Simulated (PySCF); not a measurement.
# Finite-field polarisability of Sn (tin, neutral)

[Kr] 4d10 5s2 5p2, high-spin 3P determinant. Calculation: PySCF 2.14, in aug-cc-pVTZ-PP with ECP28MDF (6s5p4d2f, 55 functions); a scalar-relativistic core potential. Frozen: 4s2 4p6 4d10. Energy changes in a uniform field (μhartree):

```
axis  F (au)        HF       MP2      CCSD   CCSD(T)
   x  0.0021  -103.461  -103.539  -103.092  -103.286
   x  0.0042  -414.016  -414.327  -412.543  -413.322
   y  0.0018  -100.972  -100.391  -100.171  -100.352
   y  0.0036  -404.487  -402.148  -401.265  -401.994
```

By symmetry the remaining axis equals y.

(1) Derive α along x at CCSD(T) from the two fields.

(2) And the mean polarisability at each level?

Results:

(1) With ΔE = −αF²/2 − γF⁴/24, α = −(16 ΔE(F) − ΔE(2F))/(6F²) = 46.84 bohr³.

(2) The components xx, yy, zz at CCSD(T) are 46.84, 61.92, 61.92, the third axis being equal by symmetry to one of the two computed. Means: HF 57.17, MP2 56.94, CCSD 56.78, CCSD(T) 56.89 bohr³. Reference: 53 ± 6 bohr³ (recommended; Schwerdtfeger and Nagle, table of static dipole polarizabilities (2023 update)).
